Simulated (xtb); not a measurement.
AgF, SMILES [Ag][F], multiplicity 1. All values are semi-empirical tight-binding results from xtb (GFN2-xTB unless named), good for trends rather than for accurate numbers. Geometry: GFN2-xTB. The multiplicity is an assumed one; other spin states were not compared.

For metal compounds this method's bond lengths and energies can be far off.

Computed properties:
| Property | Value |
|---|---|
| point group as xtb finds it | C∞v |
| orbital gap | 3.79 eV |
